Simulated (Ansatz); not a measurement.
Q: Predict a relaxed structure of the cluster Ge₃Se₄ (the lowest singlet isomer of a short search), charge 0, singlet, at PBE-D4/def2-SVP (Ansatz).

A: 
```tsv
atom	x (Å)	y (Å)	z (Å)
Ge1	-0.438	0.230	1.936
Ge2	1.535	1.076	-0.692
Ge3	-1.794	-0.179	-1.405
Se4	0.504	-1.304	-1.585
Se5	1.961	0.269	1.560
Se6	-0.887	-1.900	0.267
Se7	-0.883	1.807	-0.081
```
Point group Cs (tolerance 0.1 Å). This is one stationary point.

The structure comes from a short search, and lower isomers may exist.
